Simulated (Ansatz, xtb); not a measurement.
**F2H6Si3: 4 structures ranked**

4 gas-phase structures of F2H6Si3, found in a search over its isomers (lower ones may exist). Each was relaxed with GFN2-xTB; where two conformers were screened, the lower at r2SCAN-D4/def2-SVP is listed:

A. `F[SiH2][Si@H](F)[SiH3]`, a singlet
B. `F[Si](F)([SiH3])[SiH3]`, a singlet
C. `F[SiH](F)[SiH2][SiH3]`, a singlet
D. `F[SiH2][SiH2][SiH2]F`, a singlet

Task: Which do you expect lowest at r2SCAN-D4/def2-SVP, and how would the others follow?

Result: Calculated order at r2SCAN-D4/def2-SVP: C (0.000), B (0.170), D (0.388), A (0.511) eV.

Energies above the lowest of each column, in eV; the last columns are at B3LYP-D3(BJ)/def2-SVP geometries (a dash: not run or not comparable):

```tsv
structure	GFN2-xTB	HF/STO-3G	r2SCAN-D4/def2-SVP	B3LYP-D3(BJ)/def2-SVP	CCSD(T)/def2-SVP + ΔMP2/def2-TZVPP
C	0.096	0.000	0.000	0.000	0.000
B	0.087	0.100	0.170	0.142	0.166
D	0.000	0.271	0.388	0.297	0.327
A	0.012	0.332	0.511	0.400	–
```

CCSD(T)/def2-SVP + ΔMP2/def2-TZVPP puts C lowest of those it was run on; GFN2-xTB picks D. Flexible structures stand in one conformer each, not always the lowest. Frequencies (B3LYP-D3(BJ)/def2-SVP) were run for B, C, D alone. ΔMP2 is the change of the MP2 energy from the smaller to the larger basis.

Over these structures GFN2-xTB departs from r2SCAN-D4/def2-SVP by 0.225 eV on average once a common shift is removed. A GFN2-xTB relaxation took about 0.15 s and the r2SCAN-D4/def2-SVP energy about 2.3 s on a shared host (Ansatz 0.2.0, xtb 6.7.1).
